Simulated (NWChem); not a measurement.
Program: NWChem. System: AgF, charge 0, spin multiplicity 1, at a geometry optimised with PBE0/def2-SVP with def2 effective core potentials on Ag. The structure started from a generated list of species. Level: CCSD(T)/def2-TZVP with def2 effective core potentials on Ag, 5 core orbitals frozen.

Input file:

```
start mol
memory heap 100 mb stack 700 mb global 1900 mb
geometry units angstroms nocenter noautoz
  Ag     0.000000     0.000000    -0.317217
  F      0.000000     0.000000     1.656577
  symmetry group C2v
end
basis spherical
  * library def2-tzvp
end
ecp
  Ag library def2-ecp
end
scf
  rhf
  nopen 0
  maxiter 100
  thresh 1e-7
  semidirect memsize 60000000 filesize 0
end
tce
  freeze core 5
  ccsd(t)
  2eorb
  2emet 13
  thresh 1e-6
  maxiter 100
  tilesize 24
end
task tce energy
```

Output (cleaned and shortened):

```
             Northwest Computational Chemistry Package (NWChem) 7.3.0
             --------------------------------------------------------

                                NWChem Input Module
                                -------------------

 Scaling coordinates for geometry "geometry" by  1.889725989
 (inverse scale =  0.529177249)

 Turning off AUTOSYM since
 SYMMETRY directive was detected!

                             Geometry "geometry" -> ""
                             -------------------------

 Output coordinates in angstroms (scale by  1.889725989 to convert to a.u.)

  No.       Tag          Charge          X              Y              Z
 ---- ---------------- ---------- -------------- -------------- --------------
    1 Ag                  47.0000     0.00000000     0.00000000    -0.31721700
    2 F                    9.0000     0.00000000     0.00000000     1.65657700

 Effective nuclear repulsion energy (a.u.)     113.4069595545

            Nuclear Dipole moment (a.u.)
            ----------------------------
        X                 Y               Z
 ---------------- ---------------- ----------------
     0.0000000000     0.0000000000    -0.0000113384

      Symmetry information
      --------------------

 Group name             C2v
 Group number             16
 Group order               4
 No. of unique centers     2

      Symmetry unique atoms

     1    2


 Summary of "ao basis" -> "" (spherical)
 ------------------------------------------------------------------------------
       Tag                 Description            Shells   Functions and Types
 ---------------- ------------------------------  ------  ---------------------
 *                         def2-tzvp                  on all atoms

 Summary of "ao basis" -> "ao basis" (spherical)
 ------------------------------------------------------------------------------
       Tag                 Description            Shells   Functions and Types
 ---------------- ------------------------------  ------  ---------------------
 Ag                        def2-tzvp                14       40   6s4p3d1f
 F                         def2-tzvp                11       31   5s3p2d1f

                                 NWChem SCF Module
                                 -----------------

  ao basis        = "ao basis"
  functions       =    71
  atoms           =     2
  closed shells   =    14
  open shells     =     0
  charge          =   0.00
  wavefunction    = RHF
  use symmetry    = T
  symmetry adapt  = T

 Summary of "ao basis" -> "ao basis" (spherical)
 ------------------------------------------------------------------------------
       Tag                 Description            Shells   Functions and Types
 ---------------- ------------------------------  ------  ---------------------
 Ag                        def2-tzvp                14       40   6s4p3d1f
 F                         def2-tzvp                11       31   5s3p2d1f

      Symmetry analysis of basis
      --------------------------

        a1         32
        a2          7
        b1         16
        b2         16

 Forming initial guess at       0.0s

      Superposition of Atomic Density Guess
      -------------------------------------

 Sum of atomic energies:        -267.15111575

      Non-variational initial energy
      ------------------------------

 Total energy =    -244.989260
 1-e energy   =    -489.381924
 2-e energy   =     198.547298
 HOMO         =      -0.523094
 LUMO         =      -0.215820
[...]
   Bfn.  Coefficient  Atom+Function         Bfn.  Coefficient  Atom+Function
  ----- ------------  ---------------      ----- ------------  ---------------
    16      1.051790  1 Ag px

 center of mass
 --------------
 x =   0.00000000 y =   0.00000000 z =  -0.03661974

 moments of inertia (a.u.)
 ------------------
         224.428993828606           0.000000000000           0.000000000000
           0.000000000000         224.428993828606           0.000000000000
           0.000000000000           0.000000000000           0.000000000000

  Mulliken analysis of the total density
  --------------------------------------

    Atom       Charge   Shell Charges
 -----------   ------   -------------------------------------------------------
    1 Ag  19    18.23   0.03 -0.40  1.57  0.79  0.16 -0.00  5.20  0.80  0.08  0.02  5.92  3.27  0.79  0.00
    2 F    9     9.77   0.77  1.20  0.60  0.97  0.44  2.23  2.24  1.31  0.00  0.00  0.00

       Multipole analysis of the density wrt the origin
       ------------------------------------------------

     L   x y z        total         open         nuclear
     -   - - -        -----         ----         -------
     0   0 0 0     -0.000000      0.000000     28.000000

     1   1 0 0      0.000000      0.000000      0.000000
     1   0 1 0     -0.000000      0.000000      0.000000
     1   0 0 1     -2.770515      0.000000     16.784679

     2   2 0 0    -16.078832      0.000000      0.000000
     2   1 1 0      0.000000      0.000000      0.000000
     2   1 0 1     -0.000000      0.000000      0.000000
     2   0 2 0    -16.078832      0.000000      0.000000
     2   0 1 1     -0.000000      0.000000      0.000000
     2   0 0 2    -22.374564      0.000000     95.026493

                   NWChem Extensible Many-Electron Theory Module
                   ---------------------------------------------


            General Information
            -------------------
      Number of processors :     1
         Wavefunction type : Restricted Hartree-Fock
          No. of electrons :    28
           Alpha electrons :    14
            Beta electrons :    14
           No. of orbitals :   142
            Alpha orbitals :    71
             Beta orbitals :    71
        Alpha frozen cores :     5
         Beta frozen cores :     5
     Alpha frozen virtuals :     0
      Beta frozen virtuals :     0
         Spin multiplicity : singlet
    Number of AO functions :    71
       Number of AO shells :    25
        Use of symmetry is : on
      Symmetry adaption is : on
         Schwarz screening : 0.10D-09

          Correlation Information
          -----------------------
          Calculation type : Coupled-cluster singles & doubles w/ perturbation
   Perturbative correction : (T)
            Max iterations :      100
        Residual threshold : 0.10D-05
     T(0) DIIS level shift : 0.00D+00
     L(0) DIIS level shift : 0.00D+00
     T(1) DIIS level shift : 0.00D+00
     L(1) DIIS level shift : 0.00D+00
     T(R) DIIS level shift : 0.00D+00
     T(I) DIIS level shift : 0.00D+00
   CC-T/L Amplitude update :  5-th order DIIS
                I/O scheme : Global Array Library
        L-threshold :  0.10D-05
        EOM-threshold :  0.10D-05
 no EOMCCSD initial starts read in
 TCE RESTART OPTIONS
 SLICE:      F
 D4D5:       F
 quantumc:   F
 qrotation:  F
 pwtce:      F
 qducc:      F
 nacto:                         0
 nrotv:                         0
 nrot:                          0

            Memory Information
            ------------------
          Available GA space size is     249031759 doubles
          Available MA space size is     104841948 doubles

 Maximum block size supplied by input
 Maximum block size        24 doubles

 tile_dim =     13

 -------------------------------------------------

 Global array virtual files algorithm will be used

 Parallel file system coherency ......... OK

 4-electron integrals stored in orbital form

 v2    file size   =          1063267
 4-index algorithm nr.  13 is used
 imaxsize =       30
 imaxsize ichop =        0


CCSD iterations
 ---------------------------------------------------------
 Iter          Residuum       Correlation     Cpu    Wall
 ---------------------------------------------------------
    1   0.1678205263328  -0.5559475829578     0.3     0.3
    2   0.0344863643311  -0.5319785012544     0.3     0.3
    3   0.0113070106891  -0.5393100373886     0.3     0.3
    4   0.0083545316680  -0.5388547097653     0.3     0.3
    5   0.0038649827963  -0.5396169625644     0.3     0.3
    6   0.0028637000135  -0.5396816282488     0.3     0.3
    7   0.0026153428972  -0.5397147039870     0.3     0.3
    8   0.0015445504786  -0.5397667484946     0.3     0.3
    9   0.0015675668150  -0.5397520324866     0.3     0.3
   10   0.0009671269624  -0.5398067095025     0.3     0.3
   11   0.0001749801152  -0.5398406655709     0.3     0.3
   12   0.0001179580358  -0.5398525630030     0.3     0.3
   13   0.0000699388982  -0.5398475918061     0.3     0.3
   14   0.0000578858206  -0.5398510637385     0.3     0.3
   15   0.0000399188371  -0.5398487689241     0.3     0.3
   16   0.0000092794688  -0.5398497881162     0.3     0.3
   17   0.0000075203023  -0.5398496431633     0.3     0.3
   18   0.0000046335620  -0.5398498438136     0.3     0.3
   19   0.0000042652309  -0.5398497777845     0.3     0.3
   20   0.0000027810355  -0.5398499401539     0.3     0.3
   21   0.0000008012314  -0.5398500304412     0.3     0.3
 -----------------------------------------------------------------
 Iterations converged
 CCSD correlation energy / hartree =        -0.539850030441215
 CCSD total energy / hartree       =      -246.127639192952643

 Singles contributions

 Doubles contributions
 CCSD(T)
 Using plain CCSD(T) code
             total no. of tasks          925
 total no. of tasks / no. procs          925
                         wl_min          216           2.4
                         wl_max       140608           7.2
        thresh for no. of tasks          925

 CCSD[T]  correction energy / hartree =        -0.015298716283536
 CCSD[T] correlation energy / hartree =        -0.555148746724750
 CCSD[T] total energy / hartree       =      -246.142937909236167
 CCSD(T)  correction energy / hartree =        -0.013291132093003
 CCSD(T) correlation energy / hartree =        -0.553141162534217
 CCSD(T) total energy / hartree       =      -246.140930325045645

 Task  times  cpu:       10.4s     wall:       10.4s

 Total times  cpu:       10.4s     wall:       10.4s
```
